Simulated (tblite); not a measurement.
Species: C6H14B2OSi.
Atom-mapped SMILES: `[BH2:1][BH:2][C:3]1=[C:4]([O:5][Si:6]([CH3:7])([CH3:8])[CH3:9])[CH2:10]1` (hydrogens: H11, H12 on B1; H13 on B2; H14, H15, H16 on C7; H17, H18, H19 on C8; H20, H21, H22 on C9; H23, H24 on C10)

Computed with GFN2-xTB (tblite), gas phase: L-BFGS steps from a force-field or distance-geometry start until the largest atomic force falls under 0.01 eV/Å.

Step 66: E = -766.2646 eV
```
atom  x, y, z in Å  |  force x, y, z in eV/Å
B1      4.3429    0.4390   -0.2424    0.121   0.036  -0.026
B2      2.6790    0.4513   -0.3403   -0.092  -0.067   0.068
C3      1.8382   -0.3572    0.6030    0.118  -0.122   0.192
C4      0.6594   -0.7456    1.0664    0.024   0.114  -0.142
O5     -0.6363   -0.7599    0.9595   -0.027  -0.064   0.109
Si6    -1.6379   -0.0345   -0.1673   -0.024  -0.012  -0.022
C7     -1.4740    1.8621   -0.1493    0.008  -0.044  -0.012
C8     -1.2885   -0.7003   -1.9173   -0.004   0.039   0.032
C9     -3.3109   -0.6184    0.5059   -0.080  -0.019   0.000
C10     1.7961   -1.2324    1.8732   -0.183  -0.023  -0.036
H11     5.0385    0.7398   -1.1460    0.000  -0.132   0.086
H12     4.8924    0.1278    0.7523    0.032   0.129  -0.090
H13     2.0464    1.0779   -1.1144    0.015   0.113  -0.047
H14    -0.4625    2.1832   -0.3912   -0.063  -0.036   0.042
H15    -2.1431    2.2921   -0.8911    0.045   0.061   0.102
H16    -1.7335    2.2755    0.8241    0.026   0.010  -0.101
H17    -1.4417   -1.7778   -1.9676    0.034   0.116  -0.057
H18    -0.2685   -0.4873   -2.2336   -0.073  -0.053   0.054
H19    -1.9579   -0.2262   -2.6315    0.048  -0.117  -0.012
H20    -3.3745   -1.7004    0.5232    0.017  -0.076   0.023
H21    -4.1312   -0.2611   -0.1038   -0.014   0.061  -0.074
H22    -3.4840   -0.2658    1.5165    0.020   0.014   0.060
H23     1.9836   -0.7855    2.8476    0.031  -0.029  -0.135
H24     2.0563   -2.2880    1.8314    0.021   0.103  -0.014
```

Step 67: E = -766.2723 eV
```
atom  x, y, z in Å  |  force x, y, z in eV/Å
B1      4.3584    0.4284   -0.2222    0.152   0.054  -0.057
B2      2.7048    0.4659   -0.3314   -0.167  -0.100   0.091
C3      1.8513   -0.3576    0.5870    0.147  -0.160   0.261
C4      0.6688   -0.7335    1.0483    0.011   0.162  -0.212
O5     -0.6245   -0.7391    0.9325   -0.100  -0.126   0.186
Si6    -1.6419   -0.0273   -0.1822    0.047   0.024  -0.050
C7     -1.4877    1.8691   -0.1542   -0.007  -0.059   0.030
C8     -1.3019   -0.7009   -1.9306   -0.019   0.014   0.065
C9     -3.3000   -0.6223    0.5144   -0.057  -0.036   0.014
C10     1.7946   -1.2328    1.8596   -0.225  -0.045  -0.050
H11     5.0581    0.6386   -1.1485    0.023  -0.151   0.118
H12     4.8938    0.1876    0.7991    0.059   0.141  -0.108
H13     2.0743    1.1124   -1.0877    0.025   0.158  -0.074
H14    -0.4819    2.2062   -0.3984   -0.072  -0.056   0.047
H15    -2.1667    2.2923   -0.8898    0.031   0.112   0.116
H16    -1.7465    2.2635    0.8292    0.029   0.034  -0.176
H17    -1.4552   -1.7807   -1.9629    0.038   0.174  -0.104
H18    -0.2869   -0.4888   -2.2636   -0.074  -0.060   0.079
H19    -1.9803   -0.2297   -2.6368    0.026  -0.147  -0.051
H20    -3.3473   -1.7031    0.5361    0.011  -0.157   0.017
H21    -4.1395   -0.2813   -0.0750   -0.041   0.100  -0.128
H22    -3.4573   -0.2740    1.5272    0.016   0.049   0.118
H23     1.9766   -0.7897    2.8359    0.067  -0.016  -0.122
H24     2.0252   -2.2948    1.8215    0.081   0.091  -0.012
```

Step 68: E = -766.2826 eV
```
atom  x, y, z in Å  |  force x, y, z in eV/Å
B1      4.3883    0.4085   -0.1872    0.341   0.068  -0.110
B2      2.7452    0.4814   -0.3127   -0.175  -0.081   0.062
C3      1.8784   -0.3637    0.5726    0.085  -0.148   0.261
C4      0.6856   -0.7171    1.0223    0.000   0.175  -0.237
O5     -0.6055   -0.7146    0.8996   -0.165  -0.149   0.204
Si6    -1.6472   -0.0207   -0.1980    0.092   0.072  -0.076
C7     -1.5156    1.8784   -0.1739   -0.023  -0.028  -0.032
C8     -1.3306   -0.6895   -1.9537   -0.033   0.061   0.026
C9     -3.2829   -0.6365    0.5379   -0.004  -0.042   0.015
C10     1.7922   -1.2377    1.8440   -0.226  -0.056  -0.059
H11     5.0976    0.4849   -1.1434   -0.109  -0.176   0.413
H12     4.9043    0.2717    0.8743    0.021   0.167  -0.364
H13     2.1209    1.1637   -1.0452    0.069   0.139  -0.042
H14    -0.5197    2.2426   -0.4297   -0.138  -0.117   0.055
H15    -2.2148    2.2838   -0.9049    0.087   0.117   0.196
H16    -1.7698    2.2637    0.8145    0.011   0.058  -0.201
H17    -1.4788   -1.7701   -1.9781    0.020   0.175  -0.136
H18    -0.3243   -0.4742   -2.3161   -0.126  -0.057   0.135
H19    -2.0295   -0.2177   -2.6431    0.070  -0.210  -0.020
H20    -3.3043   -1.7174    0.5666   -0.005  -0.188  -0.002
H21    -4.1473   -0.3153   -0.0256   -0.034   0.104  -0.134
H22    -3.4146   -0.2928    1.5556    0.007   0.079   0.125
H23     1.9710   -0.7984    2.8200    0.096   0.013  -0.058
H24     1.9895   -2.3047    1.8117    0.139   0.026  -0.019
```

Step 69: E = -766.2940 eV
```
atom  x, y, z in Å  |  force x, y, z in eV/Å
B1      4.4090    0.4161   -0.1776    0.187   0.097  -0.110
B2      2.7856    0.5098   -0.2977   -0.237   0.005   0.009
C3      1.9045   -0.3618    0.5394   -0.305  -0.116   0.195
C4      0.6814   -0.6538    0.9531    0.094   0.091  -0.153
O5     -0.6054   -0.6587    0.8515   -0.416  -0.189   0.177
Si6    -1.6984   -0.0203   -0.2245    0.369   0.206  -0.076
C7     -1.5023    1.8672   -0.1512   -0.149   0.028   0.051
C8     -1.3177   -0.7086   -1.9539   -0.134  -0.044   0.042
C9     -3.3134   -0.6450    0.5456    0.337  -0.117   0.152
C10     1.7317   -1.2309    1.7996   -0.049  -0.038  -0.126
H11     5.0688    0.3112   -1.1463    0.151  -0.148   0.143
H12     4.9621    0.4444    0.8603    0.098   0.103  -0.142
H13     2.1637    1.2277   -1.0013    0.110   0.113  -0.023
H14    -0.5007    2.2176   -0.3834    0.021  -0.159  -0.034
H15    -2.1823    2.3251   -0.8622   -0.028   0.208   0.159
H16    -1.7322    2.2109    0.8588   -0.077   0.116  -0.218
H17    -1.4407   -1.7906   -1.9469   -0.072   0.082  -0.182
H18    -0.3083   -0.5022   -2.2921    0.095   0.065   0.142
H19    -1.9889   -0.2663   -2.6808   -0.079  -0.183  -0.121
H20    -3.2934   -1.7238    0.5893   -0.089  -0.279  -0.065
H21    -4.1977   -0.3458    0.0156   -0.200   0.141  -0.215
H22    -3.3994   -0.3094    1.5701   -0.059   0.161   0.142
H23     1.9089   -0.8036    2.7696    0.169   0.127   0.281
H24     1.8535   -2.3009    1.7726    0.264  -0.269  -0.025
```

Question: Estimate the geometry and energy of step 70. (The exact step hangs on the optimiser's Hessian estimate; all steps are aligned on step 69, rigid shifts and turns removed.)

Answer: E = -766.3242 eV, largest force 0.333 eV/Å
```
atom  x, y, z in Å  |  force x, y, z in eV/Å
B1      4.4053    0.4119   -0.1798   -0.028   0.091  -0.046
B2      2.7669    0.4958   -0.3024   -0.015   0.039  -0.011
C3      1.8990   -0.3658    0.5582   -0.090   0.005   0.000
C4      0.6870   -0.6776    0.9786   -0.225   0.001  -0.047
O5     -0.6052   -0.6903    0.8843   -0.223  -0.102   0.094
Si6    -1.6751   -0.0270   -0.2034    0.190   0.149  -0.090
C7     -1.5124    1.8666   -0.1620   -0.023   0.026  -0.068
C8     -1.3287   -0.6965   -1.9498   -0.024   0.053  -0.014
C9     -3.3043   -0.6448    0.5448    0.181  -0.054   0.049
C10     1.7577   -1.2347    1.8153   -0.028  -0.005   0.069
H11     5.0847    0.3727   -1.1324    0.177  -0.153  -0.014
H12     4.9493    0.3799    0.8599    0.090   0.122  -0.050
H13     2.1498    1.2061   -1.0192    0.095   0.079   0.009
H14    -0.5131    2.2237   -0.4065   -0.056  -0.154  -0.011
H15    -2.2012    2.3032   -0.8806    0.019   0.131   0.135
H16    -1.7491    2.2412    0.8301   -0.073   0.095  -0.058
H17    -1.4571   -1.7747   -1.9714   -0.059  -0.008  -0.113
H18    -0.3197   -0.4862   -2.2984   -0.019   0.040   0.137
H19    -2.0130   -0.2440   -2.6618   -0.007  -0.148  -0.046
H20    -3.3089   -1.7256    0.5782   -0.064  -0.194  -0.021
H21    -4.1714   -0.3257   -0.0112   -0.097   0.090  -0.137
H22    -3.4158   -0.3007    1.5647   -0.037   0.091   0.118
H23     1.9428   -0.8002    2.7860    0.116   0.067   0.144
H24     1.9206   -2.2990    1.7865    0.201  -0.264  -0.029
```

The energy changes by -0.0302 eV. The first-order estimate −F·Δx gives -0.0472 eV and the mean of the old and new forces, exact on a quadratic surface, -0.0307 eV. The step makes an angle of 79° with the force vector and moves no atom by more than 0.069 Å.

The cost below is that of the whole relaxation. Hardware: Arm Neoverse V2, one thread, shared host. Cost: 1.2 s wall.
